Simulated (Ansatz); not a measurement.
Species: C₃H₂O₂, SMILES `C#CC(=O)O` (O–C–O–H torsion 0°) (charge 0, multiplicity 1), formula C$_{3}$H$_{2}$O$_{2}$.

Task: How many basis functions does frozen-core CCSD(T)/cc-pVTZ // PBE-D3(BJ)/def2-TZVP run with Ansatz (a quantum-chemistry and plane-wave program) use, how many core orbitals are frozen, and how many electrons are correlated?

Result: 178 basis functions and 5 frozen orbitals, which leaves 26 correlated electrons. Core time is of the order of minutes.
